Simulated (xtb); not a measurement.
Input for xtb: GFN2-xTB on SeO+, 2S+1 = 2, a spin state set in the input, which need not be the lowest, a point of a bond scan (R = 1.460 Å). Charge +1.

```
$ xtb mol.xyz --gfn 2 --sp --chrg 1 --uhf 1
2

O      0.00000000     0.00000000     0.00000000
Se     0.00000000     0.00000000     1.45955500
```

Program output:

```
[...]
           -------------------------------------------------
          |                Calculation Setup                |
           -------------------------------------------------



           -------------------------------------------------
          |                 G F N 2 - x T B                 |
           -------------------------------------------------

        Reference                      10.1021/acs.jctc.8b01176
      * Hamiltonian:
        H0-scaling (s, p, d)           1.850000    2.230000    2.230000
        zeta-weighting                 0.500000
      * Dispersion:
        s8                             2.700000
        a1                             0.520000
        a2                             5.000000
        s9                             5.000000
      * Repulsion:
        kExp                           1.500000    1.000000
        rExp                           1.000000
      * Coulomb:
        alpha                          2.000000
        third order                    shell-resolved
        anisotropic                    true
        a3                             3.000000
        a5                             4.000000
        cn-shift                       1.200000
        cn-exp                         4.000000
        max-rad                        5.000000


          ...................................................
          :                      SETUP                      :
          :.................................................:
          :  # basis functions                  14          :
          :  # atomic orbitals                  13          :
          :  # shells                            5          :
          :  # electrons                        11          :
          :  max. iterations                   250          :
          :  Hamiltonian                  GFN2-xTB          :
          :  restarted?                      false          :
          :  GBSA solvation                  false          :
          :  PC potential                    false          :
          :  electronic temp.          300.0000000     K    :
          :  accuracy                    1.0000000          :
          :  -> integral cutoff          0.2500000E+02      :
          :  -> integral neglect         0.1000000E-07      :
          :  -> SCF convergence          0.1000000E-05 Eh   :
          :  -> wf. convergence          0.1000000E-03 e    :
          :  Broyden damping             0.4000000          :
          :  net charge                          1          :
          :  unpaired electrons                  1          :
          ...................................................

 iter      E             dE          RMSdq      gap      omega  full diag
   1     -6.5934135 -0.659341E+01  0.147E+01    0.00       0.0  T
   2     -6.6662077 -0.727943E-01  0.753E+00    0.00       1.0  T
   3     -6.6764493 -0.102416E-01  0.498E+00    0.00       1.0  T
   4     -6.6809164 -0.446711E-02  0.159E+00    0.00       1.0  T
   5     -6.6835391 -0.262265E-02  0.154E-01    0.00       1.0  T
   6     -6.6835379  0.116124E-05  0.110E-01    0.00       1.0  T
   7     -6.6835442 -0.625374E-05  0.806E-02    0.00       1.0  T
   8     -6.6835503 -0.607167E-05  0.648E-03    0.00      10.9  T
   9     -6.6835503 -0.409940E-07  0.512E-04    0.00     138.0  T
  10     -6.6835503  0.122918E-09  0.440E-04    0.00     160.5  T

   *** convergence criteria satisfied after 10 iterations ***

         #    Occupation            Energy/Eh            Energy/eV
      -------------------------------------------------------------
         1        2.0000           -1.0478270             -28.5128
         2        2.0000           -0.9405084             -25.5925
         3        2.0000           -0.8369369             -22.7742
         4        2.0000           -0.8369369             -22.7742
         5        2.0000           -0.8168357             -22.2272
         6        0.5000           -0.6517306             -17.7345 (HOMO)
         7        0.5000           -0.6517306             -17.7345 (LUMO)
         8                         -0.3526659              -9.5965
         9                         -0.2467565              -6.7146
        10                         -0.2467565              -6.7146
        11                         -0.0833718              -2.2687
       ...                                ...                  ...
        13                          0.5638724              15.3437
      -------------------------------------------------------------
                  HL-Gap            0.0000000 Eh            0.0000 eV
             Fermi-level           -0.6930069 Eh          -18.8577 eV

 SCC (total)                   0 d,  0 h,  0 min,  0.003 sec
 SCC setup                      ...        0 min,  0.000 sec (  4.407%)
 Dispersion                     ...        0 min,  0.000 sec (  1.108%)
 classical contributions        ...        0 min,  0.000 sec (  0.815%)
 integral evaluation            ...        0 min,  0.000 sec ( 14.038%)
 iterations                     ...        0 min,  0.002 sec ( 61.175%)
 molecular gradient             ...        0 min,  0.000 sec ( 11.479%)
 printout                       ...        0 min,  0.000 sec (  6.383%)

         :::::::::::::::::::::::::::::::::::::::::::::::::::::
         ::                     SUMMARY                     ::
         :::::::::::::::::::::::::::::::::::::::::::::::::::::
         :: total energy              -6.650999602473 Eh    ::
         :: gradient norm              0.089721852891 Eh/a0 ::
         :: HOMO-LUMO gap              0.000000000000 eV    ::
         ::.................................................::
         :: SCC energy                -6.683550296858 Eh    ::
         :: -> isotropic ES            0.156526615108 Eh    ::
         :: -> anisotropic ES          0.002785804705 Eh    ::
         :: -> anisotropic XC          0.000604255358 Eh    ::
         :: -> dispersion             -0.000455086770 Eh    ::
         :: repulsion energy           0.032550694385 Eh    ::
         :: add. restraining           0.000000000000 Eh    ::
         :: total charge               1.000000000000 e     ::
         :::::::::::::::::::::::::::::::::::::::::::::::::::::

           -------------------------------------------------
          |                Property Printout                |
           -------------------------------------------------

    * Orbital Energies and Occupations

         #    Occupation            Energy/Eh            Energy/eV
      -------------------------------------------------------------
         1        2.0000           -1.0478270             -28.5128
         2        2.0000           -0.9405084             -25.5925
         3        2.0000           -0.8369369             -22.7742
         4        2.0000           -0.8369369             -22.7742
         5        2.0000           -0.8168357             -22.2272
         6        0.5000           -0.6517306             -17.7345 (HOMO)
         7        0.5000           -0.6517306             -17.7345 (LUMO)
         8                         -0.3526659              -9.5965
         9                         -0.2467565              -6.7146
        10                         -0.2467565              -6.7146
        11                         -0.0833718              -2.2687
        12                         -0.0833718              -2.2687
        13                          0.5638724              15.3437
      -------------------------------------------------------------
                  HL-Gap            0.0000000 Eh            0.0000 eV
             Fermi-level           -0.6930069 Eh          -18.8577 eV

     #   Z          covCN         q      C6AA      α(0)
Note: The following floating-point exceptions are signalling: IEEE_DENORMAL
normal termination of xtb
     1   8 O        0.856    -0.116    16.757     5.488
     2  34 Se       0.856     1.116   193.946    24.407

 Mol. C6AA /au·bohr⁶  :        320.603213
 Mol. C8AA /au·bohr⁸  :      18302.310739
 Mol. α(0) /au        :         29.895560


Wiberg/Mayer (AO) data.
largest (>0.10) Wiberg bond orders for each atom

 ---------------------------------------------------------------------------
     #   Z sym  total        # sym  WBO       # sym  WBO       # sym  WBO
 ---------------------------------------------------------------------------
     1   8 O    2.265 --     2 Se   2.265
     2  34 Se   2.265 --     1 O    2.265
 ---------------------------------------------------------------------------

Topologies differ in total number of bonds
Writing topology from bond orders to xtbtopo.mol

molecular dipole:
                 x           y           z       tot (Debye)
 q only:        0.000       0.000       3.079
   full:        0.000      -0.000       2.971       7.551
molecular quadrupole (traceless):
                xx          xy          yy          xz          yz          zz
 q only:       -4.246       0.000      -4.246       0.000       0.000       8.492
  q+dip:       -3.567       0.000      -3.567       0.000      -0.000       7.135
   full:       -2.937      -0.000      -2.937       0.000      -0.000       5.874


           -------------------------------------------------
          | TOTAL ENERGY               -6.650999602473 Eh   |
          | GRADIENT NORM               0.089721852891 Eh/α |
          | HOMO-LUMO GAP               0.000000000000 eV   |
           -------------------------------------------------

------------------------------------------------------------------------
------------------------------------------------------------------------
 total:
 SCF:
```

The run finished.

Cost: around 0.08 core-seconds (rough).
